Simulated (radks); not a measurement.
The numbers below are computed, except where a source is named.
Numerical settings for the iron ion Fe18+, [He] 2s2 2p4. Code: a radial shooting solver on a logarithmic mesh with Libxc functionals. Model: non-relativistic Kohn-Sham, BLYP, spin-polarised, spherical densities, point nucleus; open shells are filled with parallel spins first. The defaults (mesh step 0.008 in ln r, mesh end at 40 bohr or more with all orbitals vanishing there, Anderson mixing 0.5 over 9 steps, residual threshold near 1e-9 with the energy settled to 1e-9 hartree or 1e-11 of itself, here a cap of 95 iterations) give E = -1043.7824 hartree and 2p at -1403.0 eV in 13 iterations. Run on one thread of a shared host, so times are rough (Intel(R) Xeon(R) Platinum 8488C): 0.12 s of CPU time, 0.12 s wall, 13 iterations on 2476 mesh points. Changes against that run (0 stands for a change within the tolerance of the run):

setting	iterations	converged	E (mhartree)	e(2p) (meV)	CPU (s)
mesh step in ln r 0.005	13	yes	0	0	0.19
mesh step in ln r 0.08	4	no	diverged	-	0.02
mesh step in ln r 0.12	4	no	diverged	-	0.03
mesh end (bohr) 20	13	yes	0	0	0.12
mesh end (bohr) 5	13	yes	0	0	0.12
residual threshold 1e-16	95	no	0	0	0.57
residual threshold 0.001	7	yes	0	-2.43	0.08
mixing 1.5	13	yes	0	0	0.12
linear mixing, mixing 0.5	32	yes	0	0	0.23
linear mixing, mixing 0.05	95	no	+0.0782	-2.36e+03	0.74
mixing history 3	12	yes	0	0	0.1
iteration cap 5	5	no	0	+26.2	0.05

No run marked as converged misses the energy by more than 1 mhartree. A mesh that ends early acts as a hard wall.
